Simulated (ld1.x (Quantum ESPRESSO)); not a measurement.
**PBE PAW dataset for Sb, scalar-relativistic all-electron reference.**

Sb (Z = 51), PAW, made with ld1.x (Quantum ESPRESSO) 7.5 (PBE, scalar-relativistic). Core [Kr], reference 4d10 5s2 5p3. Waves: 5s (bound): rcut 1.55, rcutus 2.10 bohr; 5s channel at 2.1 Ry: rcut 1.55, rcutus 2.10 bohr; 5p (bound): rcut 2.00, rcutus 2.25 bohr; 5p channel at 0.05 Ry: rcut 2.00, rcutus 2.25 bohr; 4d (bound): rcut 0.85, rcutus 1.05 bohr; 4d channel at 0.8 Ry: rcut 0.85, rcutus 1.05 bohr. Local part: all-electron potential smoothed inside 0.85 bohr (lloc = -2). Core correction: a·sin(br)/r model core inside 1.10 bohr. Augmentation charge: PSQ, inside the norm-conserving radii.

All-electron outer shells of the reference configuration (PBE, scalar-relativistic, ld1.x):

| shell | level (eV) | outermost node (bohr) | outermost maximum (bohr) |
| --- | --- | --- | --- |
| 4s | -148.83 | 0.39 | 0.73 |
| 4p | -101.79 | 0.39 | 0.76 |
| 4d | -33.51 | 0.38 | 0.84 |
| 5s | -12.83 | 0.95 | 1.90 |
| 5p | -4.83 | 1.04 | 2.35 |

Question: Estimate the cutoffs (Ry, on a coarse ladder) from which the occupation-weighted sum of valence levels, in a spherical-Bessel basis at the reference potential, stays within 10 and 1 mRy of its value at 400 Ry.

Answer: 110 Ry and 230 Ry.

Question: Does the potential have ghost states?

Answer: Ghost states, extra bound levels that the all-electron valence spectrum of the same l lacks: s at -654.5 eV, p at -124.0 eV. A true bound ghost makes a file unfit for plane-wave use.

Question: Is the overlap operator S = 1 + Σ q|β⟩⟨β| positive definite (Bessel basis up to 400 Ry)?

Answer: Yes: its lowest eigenvalue is 0.12 (s channel).

Question: Which valence shell sets the plane-wave cutoff?

Answer: 4d: its level needs 110 Ry to come within 1 mRy, against 12 Ry for 5s.

Question: Tests: 4d10 5s2 5p2; 4d10 5s2 5p1; 4d10 5s2 5p0; 4d10 5s2 5p2.5; 4d10 5s1 5p4; 4d9 5s2 5p3; 4d10 5s2 5p3.3. Which has the largest error in its energy relative to the reference configuration, and how large is it?

Answer: 4d9 5s2 5p3, with -136 meV (all-electron minus pseudo) on +40.74 eV.
